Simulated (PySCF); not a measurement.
F₅OSi₂, SMILES F[Si](O[Si](F)F)(F)F, multiplicity 2.

Geometry: PBE0-D3(BJ)/def2-SVP. The isomer is the one that the SMILES or the coordinates give; other isomers of the formula were not compared. Other conformers were not sampled.

All values below come from ωB97X/def2-TZVP (PySCF).

Gas-phase values at a fixed geometry.

* **total energy**: -1153.97034 hartree
* **α spin, highest occupied and lowest empty level**: -10.22 and 2.26 eV
* **β spin, highest occupied and lowest empty level**: -14.01 and -2.42 eV
* **dipole moment**: 1.22 D
* **quadrupole, principal values (traceless, Buckingham form, about the centre of nuclear charge)**: -4.10, -1.56, 5.66 D·Å
* **mean static polarisability**: 44.8 bohr³ (6.64 Å³)
* **polarisability, principal values**: 38.7, 42.9, 52.7 bohr³
* **⟨S²⟩**: 0.751 (pure state 0.75)
